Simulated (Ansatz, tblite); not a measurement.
Removing and adding an electron: the cluster Mo2O6 (the lowest singlet isomer of a short search). Charge 0, multiplicity 1. Geometry: r2SCAN-D4/def2-SVP. Ansatz, gas phase; energy differences of separate SCF runs; the oxidised species was run as a doublet alone; the reduced species was run as a doublet alone.

```tsv
atom	x (Å)	y (Å)	z (Å)
Mo1	1.363	-0.457	-0.019
Mo2	-1.363	0.457	0.019
O3	-2.717	-0.521	-0.194
O4	-1.849	2.051	0.259
O5	-0.050	-0.202	1.246
O6	0.050	0.202	-1.246
O7	2.717	0.521	0.194
O8	1.849	-2.051	-0.259
```

In the def2 sets Mo takes a core potential; there is no spin–orbit coupling. The xTB rows come from tblite. HOMO above LUMO, or a gap near zero within one spin, warns that the state may not be the lowest or that an electron is smeared out. The structure comes from a short search, and lower isomers may exist.

```csv
level,−HOMO (eV),vertical IE (eV),−LUMO (eV),vertical EA (eV),HOMO–LUMO gap (eV),IE − EA (eV)
GFN1-xTB,13.86,16.73,10.56,7.82,3.30,8.91
GFN2-xTB,13.67,16.54,12.62,9.48,1.05,7.06
PBE-D4/def2-TZVPD,8.32,–,5.52,2.96,2.80,–
r2SCAN-D4/def2-TZVPD,8.69,–,5.48,3.02,3.21,–
```

Problem. Estimate the rows for PBE-D4/def2-TZVP, r2SCAN-D4/def2-TZVP, PBE0-D4/def2-TZVP, PBE0-D4/def2-TZVPD.

Solution. 
```tsv
level	−HOMO (eV)	vertical IE (eV)	−LUMO (eV)	vertical EA (eV)	HOMO–LUMO gap (eV)	IE − EA (eV)	remarks
PBE-D4/def2-TZVP	8.31	11.05	5.52	–	2.79	–	gap within one spin near zero (+1 doublet)
r2SCAN-D4/def2-TZVP	8.71	11.29	5.51	–	3.20	–	gap within one spin near zero (+1 doublet)
PBE0-D4/def2-TZVP	10.00	11.78	4.87	–	5.13	–	–
PBE0-D4/def2-TZVPD	9.99	–	4.85	3.19	5.13	–	–
```

   Raw xTB energy differences between charge states are shifted by several eV; the methods need an empirical correction for them.
